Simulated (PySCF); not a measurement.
Species: C₃H₄AlClO₂.
SMILES with atom numbers: `[Cl:1][C:2]1=[CH:3][CH:4]=[O+:5][AlH2-:6][O:7]1` (hydrogens: H8 on C3; H9 on C4; H10, H11 on Al6)

The closed-shell ground state was solved at several levels (PySCF, density fitting, gas phase, non-relativistic). Isolated species at its GFN2-xTB geometry, gas phase.

| level | basis functions | HOMO (eV) | LUMO (eV) | gap (eV) | dipole (D) |
| --- | --- | --- | --- | --- | --- |
| PBE0/pcSseg-1 | 153 | -7.59 | -2.57 | 5.02 | 3.55 |
| PBE0/def2-SVPD | 189 | -7.57 | -2.68 | 4.89 | 3.53 |

Task: Estimate the row for B3LYP/def2-SVPD, a basis of 189 functions; the other rows only guide the guess.

Result: HOMO -7.37 eV, LUMO -2.87 eV, gap 4.50 eV, dipole 3.56 D.

Task: Over all these levels, which gives the widest orbital gap and which the narrowest?

Result: PBE0/pcSseg-1 (global hybrid, 25 % exact exchange) has the widest, 5.02 eV, and B3LYP/def2-SVPD (global hybrid, 20 % exact exchange) the narrowest, 4.50 eV. Functional and basis both differ between the two, so the spread mixes both effects.

Task: How far do the dipole and the HOMO energy spread over the levels?

Result: The dipole runs from 3.53 to 3.56 D (mean 3.55 D) and the HOMO from -7.59 to -7.37 eV.
